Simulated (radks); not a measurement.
The numbers below are computed, except where a source is named.
All-electron atom: Ti I in [Ar] 3d2 4s2. Level of theory: scalar-relativistic Kohn-Sham, PBE, spin-polarised, spherical densities, point nucleus; open shells are filled with parallel spins first (a radial shooting solver on a logarithmic mesh with Libxc functionals).

Normalised radial functions P(r) = r R(r), r in bohr:

r         3p down   3d up
0.007761   0.0068  0.0000
0.01167    0.0146  0.0001
0.01755    0.0306  0.0003
0.02639    0.0624  0.0009
0.03969    0.1213  0.0029
0.05968    0.2200  0.0087
0.08975    0.3583  0.0243
0.135      0.4937  0.0627
0.2046     0.5056  0.1480
0.3077     0.2297  0.2990
0.4627    -0.3484  0.5087
0.6958    -0.9083  0.7077
1.046     -0.9933  0.7735
1.574     -0.6028  0.6534
2.366     -0.2007  0.4325
3.558     -0.0323  0.2223
5.351     -0.0018  0.0774
8.047     0.0000  0.0153
12.1      0.0000  0.0013

3p down: eigenvalue -37.755 eV, 1 radial node at r = 0.369 bohr, <r> = 1.09 bohr, 90 % of the charge inside 1.68 bohr. 3d up: eigenvalue -4.819 eV, 0 radial nodes, <r> = 1.58 bohr, 90 % of the charge inside 2.81 bohr.
